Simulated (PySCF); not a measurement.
C₈H₆, SMILES c1cc(C#C)ccc1, singlet, GFN2-xTB optimised geometry. Atoms within 1.6 Å of the plane z = 1.0 Å (x, y, z in Å): C1 (-1.98, -2.35, 0.00), C2 (-1.38, -1.31, 0.00), C3 (-0.66, -0.08, 0.00), C4 (-1.35, 1.13, 0.00), C5 (-0.65, 2.32, 0.00), C6 (0.73, 2.32, 0.00), C7 (1.42, 1.11, 0.00), C8 (0.73, -0.08, 0.00), H9 (-2.50, -3.26, 0.00), H10 (-2.43, 1.12, 0.00), H11 (-1.19, 3.26, 0.00), H12 (1.27, 3.25, 0.00), H13 (2.50, 1.11, 0.00), H14 (1.26, -1.03, 0.00).

Method: CAM-B3LYP/def2-TZVP (PySCF 2.14.0).

Map of the electron localisation function on the plane z = 1.0 Å:

```
|                               |
|                               |
|                               |
|           :.     .:.          |
|         .+#*:   .+#+.         |
|         :#@@=.  -%@%-         |
|         .*%%+:.:=%@#:         |
|          :+*++==+**-          |
|          .-**#%#**=.          |
|          .=###%###+:          |
|      .--:-*%#+=+#%#-::-:      |
|      +%#*+#%*: .+%#++#%*.     |
|     .*@@#*##+.  =##**@@%:     |
|      -##++#%*: .+%#++#%*.     |
|       ...:+%#+=+#%#-::-:      |
|           -*##%###+:          |
|          .:+**##**=.          |
|       .:--=+=--=+**-          |
|      :=*##**=. .=%@#:         |
|     .-*%@@%#=.  :#@%-         |
|     .-+#@@@%*:   -*=.         |
|     .:=#%@@%#=    .           |
|      :=*#%%#*=                |
|      :+##**+=-                |
|      -#%#+=-:.                |
|      -#%*-:..                 |
|      .-=-.                    |
|                               |
|                               |
|                               |
|                               |
```
Scale: ten equal steps from 0.000 (start of ' ') to 0.787 (end of '@'), in the order ' .:-=+*#%@'; x runs from -5.50 to 5.50, y from -5.50 (bottom) to 5.50 (top).
